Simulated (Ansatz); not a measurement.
Reaction (ligand exchange at a B–C bond): `CB(C)C=O` + H₂S → `CB(C)S` + `C=O`

Gas-phase electronic energies from Ansatz, PBE0-D4/def2-TZVP geometries. CCSD(T)/CBS is the MP2 limit (def2-TZVPP, def2-QZVPP) plus CCSD(T) − MP2 in def2-TZVPP, frozen cores. This one scheme is used for every species. DFT in def2-TZVPP. HSE06 is defined as in plane-wave codes. Each species was taken in one conformer, which may not be the lowest.

| level | ΔE (kcal/mol) |
| --- | --- |
| PBE-D4 | -21.5 |
| r2SCANh-D4 | -21.8 |
| HSE06-D4 | -21.8 |
| BHLYP-D4 | -21.2 |
| B2PLYP | -21.5 |
| PBE | -21.2 |
| MP2/def2-QZVPP | -23.3 |
| SCS-MP2/def2-QZVPP | -22.4 |

Question: What does CCSD(T)/CBS give? (An estimate is asked.)

Answer: The calculation gave: -21.9 kcal/mol. The listed levels differ from it by 0.4, 0.1, 0.1, 0.7, 0.4, 0.7, -1.4, -0.5 kcal/mol.

Largest T1 diagnostic among the species: 0.015.

From BLYP to BHLYP (50 % exact exchange), in def2-TZVPP and without D4, ΔE moves by −0.8 kcal/mol. In def2-TZVPP, CCSD(T) changes the Hartree–Fock value by −1.8 kcal/mol (the triples alone add −0.5 kcal/mol) and MP2 by −3.2 kcal/mol.
